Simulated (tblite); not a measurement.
Species: C₃H₁₃FOSi₄.
Cartesian coordinates in Å at the GFN2-xTB level; atoms count from 1:
```xyz
22
C3H13FOSi4 angstrom
F     -1.1030   -3.4623   -0.3532
C     -0.3647   -2.3474   -0.0508
C      0.9434   -2.5150    0.0949
Si     2.2423   -1.2377    0.5177
O      1.6370    0.2579    0.3445
Si     1.7435    1.8756    0.3926
Si    -1.4515   -0.7931    0.0607
C     -1.2191    0.2208   -1.5250
Si    -2.1879    1.8500   -1.5777
H      1.3282   -3.5223   -0.0277
H      3.3753   -1.3533   -0.4064
H      2.6733   -1.3764    1.9118
H      1.8094    2.3231   -0.9976
H      0.5368    2.3210    1.0817
H      2.9563    2.2464    1.1213
H     -1.1067   -0.0541    1.2771
H     -2.8274   -1.2976    0.1575
H     -0.1579    0.4386   -1.6390
H     -1.5014   -0.3879   -2.3856
H     -1.8526    2.6821   -0.4212
H     -1.8565    2.5777   -2.8081
H     -3.6270    1.5732   -1.5738
```

Computed with GFN2-xTB (tblite): harmonic, unscaled wavenumbers at the GFN2-xTB geometry, gas phase. Against measured fundamentals such values can be off by several per cent, at times by over 20. Modes of hydrogen on silicon can be 10 to 20 % off. One conformer, not necessarily the lowest. The optimisation stopped once no atom felt more than 0.01 eV/Å.

Lowest wavenumbers of the output (negative numbers stand for imaginary wavenumbers):
```
mode    cm-1
  1     -20.8
  2      11.1
  3      53.3
  4      71.3
  5      79.7
  6      83.5
  7      94.3
  8     115.8
  9     121.5
 10     150.1
```

Question: Is this structure a minimum?

Answer: Not by this Hessian. 1 mode is imaginary beyond 20i (21i cm⁻¹), so at this level the point lies at or near a first-order saddle. The curvature is small, so loose convergence or finite differences may be the whole cause.

Question: Which atoms move in the imaginary mode?

Answer: 21i: Si9 (SiH3 silicon) 20 %, Si6 (oxygen-bound silicon) 15 %, H13 (Si–H hydrogen) 13 %, H14 (Si–H hydrogen) 11 %. These are shares of the mass-weighted motion.

Question: What is the remedy?

Answer: Step along that mode in both directions, optimise again with tighter thresholds and repeat the frequencies. The zero-point energy of this point (85.1 kcal/mol) counts the 59 real modes alone, and thermal corrections from it aren't those of a minimum.
